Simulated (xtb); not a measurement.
C$_{2}$Cl$_{3}$ (SMILES Cl[C]=C(Cl)Cl), doublet, geometry from GFN2-xTB; GFN2-xTB run with xtb.

Input for xtb:
```
$ xtb mol.xyz --gfn 2 --uhf 1 --ohess --json

# file mol.xyz
5

C     -0.01280289     0.20464514     1.02473773
C      0.00168582     0.32335442    -0.26381268
Cl    -0.02139799    -0.94010326     2.18439863
Cl     0.02057196    -1.07353155    -1.37258546
Cl     0.00474969     1.82728202    -1.08037495
```

Output, abridged:

```
   ID    Z sym.   atoms
    1    6 C      1, 2
    2   17 Cl     3-5

           -------------------------------------------------
          |                Calculation Setup                |
           -------------------------------------------------

           -------------------------------------------------
          |                 G F N 2 - x T B                 |
           -------------------------------------------------

          ...................................................
          :                      SETUP                      :
          :.................................................:
          :  # basis functions                  38          :
          :  # atomic orbitals                  35          :
          :  # shells                           13          :
          :  # electrons                        29          :
          :  max. iterations                   250          :
          :  Hamiltonian                  GFN2-xTB          :
          :  restarted?                      false          :
          :  GBSA solvation                  false          :
          :  PC potential                    false          :
          :  electronic temp.          300.0000000     K    :
          :  accuracy                    1.0000000          :
          :  -> integral cutoff          0.2500000E+02      :
          :  -> integral neglect         0.1000000E-07      :
          :  -> SCF convergence          0.1000000E-05 Eh   :
          :  -> wf. convergence          0.1000000E-03 e    :
          :  Broyden damping             0.4000000          :
          :  net charge                          0          :
          :  unpaired electrons                  1          :
          ...................................................

 iter      E             dE          RMSdq      gap      omega  full diag
   1    -17.8966385 -0.178966E+02  0.581E+00    3.74       0.0  T
   2    -17.9035157 -0.687717E-02  0.337E+00    3.57       1.0  T
   3    -17.9000899  0.342583E-02  0.130E+00    3.82       1.0  T
   4    -17.9041321 -0.404225E-02  0.447E-01    3.61       1.0  T
   5    -17.9046812 -0.549033E-03  0.202E-01    3.66       1.0  T
   6    -17.9048276 -0.146461E-03  0.101E-01    3.65       1.0  T
   7    -17.9048480 -0.204132E-04  0.521E-02    3.65       1.0  T
   8    -17.9048544 -0.636323E-05  0.271E-02    3.65       1.7  T
   9    -17.9048560 -0.160758E-05  0.124E-02    3.65       3.6  T
  10    -17.9048563 -0.324347E-06  0.854E-03    3.65       5.2  T
  11    -17.9048566 -0.223446E-06  0.341E-03    3.65      13.1  T
  12    -17.9048566 -0.236707E-07  0.259E-03    3.65      17.3  T
  13    -17.9048566 -0.256201E-07  0.113E-03    3.65      39.6  T
  14    -17.9048566 -0.288371E-08  0.156E-04    3.65     287.1  T
  15    -17.9048566 -0.251141E-10  0.120E-04    3.65     371.5  T

   *** convergence criteria satisfied after 15 iterations ***

         :::::::::::::::::::::::::::::::::::::::::::::::::::::
         ::                     SUMMARY                     ::
         :::::::::::::::::::::::::::::::::::::::::::::::::::::
         :: total energy             -17.820472205406 Eh    ::
         :: gradient norm              0.000050474898 Eh/a0 ::
         :: HOMO-LUMO gap              3.647490662833 eV    ::
         ::.................................................::
         :: SCC energy               -17.904855661932 Eh    ::
         :: -> isotropic ES            0.005322348802 Eh    ::
         :: -> anisotropic ES          0.000452609762 Eh    ::
         :: -> anisotropic XC          0.001174354927 Eh    ::
         :: -> dispersion             -0.004842187010 Eh    ::
         :: repulsion energy           0.084383456525 Eh    ::
         :: add. restraining           0.000000000000 Eh    ::
         :: total charge              -0.000000000000 e     ::
         :::::::::::::::::::::::::::::::::::::::::::::::::::::

      -----------------------------------------------------------
     |                   =====================                   |
     |                        A N C O P T                        |
     |                   =====================                   |
     |               Approximate Normal Coordinate               |
     |                Rational Function Optimizer                |
      -----------------------------------------------------------
      -----------------------------------------------------------
     |                   =====================                   |
     |                        A N C O P T                        |
     |                   =====================                   |
     |               Approximate Normal Coordinate               |
     |                Rational Function Optimizer                |
      -----------------------------------------------------------

          ...................................................
          :                      SETUP                      :
          :.................................................:
          :   optimization level            normal          :
          :   max. optcycles                   200          :
          :   ANC micro-cycles                  20          :
          :   degrees of freedom                 9          :
          :.................................................:
          :   RF solver                   davidson          :
          :   write xtbopt.log                true          :
          :   linear?                        false          :
          :   energy convergence         0.5000000E-05 Eh   :
          :   grad. convergence          0.1000000E-02 Eh/α :
          :   maxmium RF displ.          1.0000000          :
          :   Hlow (freq-cutoff)         0.1000000E-01      :
          :   Hmax (freq-cutoff)         5.0000000          :
          :   S6 in model hess.         20.0000000          :
          ...................................................

[...]
 * total energy  :   -17.8204722 Eh     change       -0.4141043E-10 Eh
   *** GEOMETRY OPTIMIZATION CONVERGED AFTER 1 ITERATIONS ***
         :: total energy             -17.820472205449 Eh    ::
[...]

 ---------------------------------------------------------------------------
     #   Z sym  total        # sym  WBO       # sym  WBO       # sym  WBO
 ---------------------------------------------------------------------------
     1   6 C    3.458 --     2 C    1.902     3 Cl   1.308     4 Cl   0.155
     2   6 C    3.886 --     1 C    1.902     5 Cl   1.004     4 Cl   0.875
                             3 Cl   0.105
     3  17 Cl   1.506 --     1 C    1.308     2 C    0.105
     4  17 Cl   1.130 --     2 C    0.875     1 C    0.155
     5  17 Cl   1.183 --     2 C    1.004
 ---------------------------------------------------------------------------

Topologies differ in total number of bonds
Writing topology from bond orders to xtbtopo.mol

molecular dipole:
                 x           y           z       tot (Debye)
 q only:       -0.007      -0.044       0.628
   full:       -0.005      -0.323       0.525       1.567
molecular quadrupole (traceless):
                xx          xy          yy          xz          yz          zz
 q only:        0.707       0.016      -1.140       0.006      -0.715       0.432
  q+dip:        0.095       0.022      -1.593      -0.011      -1.293       1.498
   full:       -0.192       0.015      -0.484      -0.005      -1.177       0.677

           -------------------------------------------------
          |               Frequency Printout                |
           -------------------------------------------------
 projected vibrational frequencies (cm⁻¹)
eigval :       -0.00    -0.00    -0.00     0.00     0.00     0.00
eigval :       98.77   190.75   230.28   337.08   353.83   490.68
eigval :      676.41   830.41  1712.57
 reduced masses (amu)
   1: 32.67   2: 31.23   3: 34.85   4: 32.15   5: 33.15   6: 33.31   7: 32.78   8: 16.78
   9: 32.86  10: 13.22  11: 30.50  12: 21.58  13: 15.77  14: 18.14  15: 12.15
 IR intensities (km·mol⁻¹)
   1:  0.10   2:  0.03   3:  0.02   4:  0.15   5:  0.10   6:  0.19   7:  3.38   8:  0.74
   9:  0.78  10:  0.05  11: 14.96  12:  0.05  13: 62.45  14: 18.69  15:  5.33
Molecule has the following symmetry elements: (sigma)
It seems to be the Cs point group
 Raman intensities (Ä⁴*amu⁻¹)
   1:  0.00   2:  0.00   3:  0.00   4:  0.00   5:  0.00   6:  0.00   7:  0.00   8:  0.00
   9:  0.00  10:  0.00  11:  0.00  12:  0.00  13:  0.00  14:  0.00  15:  0.00
 output can be read by thermo (or use thermo option).
 writing <g98.out> molden fake output.
 recommended (thermochemical) frequency scaling factor: 1.0
           -------------------------------------------------
          |             Thermodynamic Functions             |
           -------------------------------------------------

cs  symmetry found (for desy threshold:  0.10E+00) used in thermo

          ...................................................
          :                      SETUP                      :
          :.................................................:
          :  # frequencies                           9      :
          :  # imaginary freq.                       0      :
          :  linear?                             false      :
          :  only rotor calc.                    false      :
          :  symmetry                               cs      :
          :  rotational number                       1      :
          :  scaling factor                  1.0000000      :
          :  rotor cutoff                   50.0000000 cm⁻¹ :
          :  imag. cutoff                  -20.0000000 cm⁻¹ :
          :.................................................:

    mode    ω/cm⁻¹     T·S(HO)/kcal·mol⁻¹    T·S(FR)/kcal·mol⁻¹   T·S(vib)
   ------------------------------------------------------------------------
       1     98.77    -1.03712 ( 93.84%)    -0.85473 (  6.16%)    -1.02587
       2    190.75    -0.66204 ( 99.53%)    -0.65981 (  0.47%)    -0.66203
       3    230.28    -0.55955 ( 99.78%)    -0.60404 (  0.22%)    -0.55965
   ------------------------------------------------------------------------

   temp. (K)  partition function   enthalpy   heat capacity  entropy
                                   cal/mol     cal/K/mol   cal/K/mol   J/K/mol
 298.15  VIB   11.6                 1873.605     11.484     11.120
         ROT  0.368E+06              888.752      2.981     28.449
         INT  0.427E+07             2762.357     14.465     39.569
         TR   0.144E+28             1481.254      4.968     40.490
         TOT                        4243.6113    19.4329    80.0590   334.9670

       T/K    H(0)-H(T)+PV         H(T)/Eh          T*S/Eh         G(T)/Eh
   ------------------------------------------------------------------------
    298.15    0.676263E-02    0.179730E-01    0.380386E-01   -0.200656E-01
   ------------------------------------------------------------------------

         :::::::::::::::::::::::::::::::::::::::::::::::::::::
         ::                  THERMODYNAMIC                  ::
         :::::::::::::::::::::::::::::::::::::::::::::::::::::
         :: total free energy         -17.840537847966 Eh   ::
         ::.................................................::
         :: total energy              -17.820472205450 Eh   ::
         :: zero point energy           0.011210361556 Eh   ::
         :: G(RRHO) w/o ZPVE           -0.031276004072 Eh   ::
         :: G(RRHO) contrib.           -0.020065642516 Eh   ::
         :::::::::::::::::::::::::::::::::::::::::::::::::::::

optimized geometry written to: xtbopt.xyz

           -------------------------------------------------
          | TOTAL ENERGY              -17.820472205450 Eh   |
          | TOTAL ENTHALPY            -17.802499218766 Eh   |
          | TOTAL FREE ENERGY         -17.840537847966 Eh   |
          | GRADIENT NORM               0.000050655300 Eh/α |
          | HOMO-LUMO GAP               3.647485896778 eV   |
           -------------------------------------------------

normal termination of xtb
```
